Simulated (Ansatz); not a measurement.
Reactions of `FC[SiH2][SnH2][F]`.

Program: Ansatz. Geometries: PBE0-D4/def2-TZVP. ΔE: electronic, gas phase. CCSD(T)/CBS adds triple-zeta CCSD(T) − MP2 to the extrapolated MP2 energy (def2 sets, frozen cores). Elements past krypton have def2 core potentials. For Br, I, Sn outer-core shells are correlated without core-valence functions, which leaves a few kJ/mol of doubt a bond. Scalar relativity is left out up to krypton. One conformer a species, not always the lowest.

Question: Order these by ΔE at CCSD(T)/CBS, lowest first. (Best estimate.)
A. `FC[SiH2][SnH2][F]` + `CC(C)OBS` → `CC(C)[O][SnH2][F]` + `FC[SiH2]BS`
B. `FC[SiH2][SnH2][F]` + HBr → `FC[SiH2]Br` + `[F][SnH3]`
C. `FC[SiH2][SnH2][F]` + `CI` → `[F][SnH3]` + `FC[SiH2]CI`
D. `FC[SiH2][SnH2][F]` + `O[SiH2]S` → `O[SiH2][SiH2]CF` + `[F][SnH2][SH]`
E. `FC[SiH2][SnH2][F]` + `FC(F)(F)S` → `[F][SnH2][C](F)(F)F` + `FC[SiH2]S`
F. `FC[SiH2][SnH2][F]` + `FBr` → `[F][SnH2][F]` + `FC[SiH2]Br`
G. `FC[SiH2][SnH2][F]` + `N#CC(F)(F)F` → `N#C[SiH2]CF` + `[F][SnH2][C](F)(F)F`
H. `FC[SiH2][SnH2][F]` + `BC=C` → `C=[CH][SnH2][F]` + `B[SiH2]CF`

Answer: F (-90.9 kcal/mol), B (-16.8 kcal/mol), E (-11.3 kcal/mol), G (-7.8 kcal/mol), C (+5.5 kcal/mol), D (+8.9 kcal/mol), H (+19.9 kcal/mol), A (+31.1 kcal/mol).

Largest T1 diagnostic: 0.014, for `[F][SnH2][F]`.
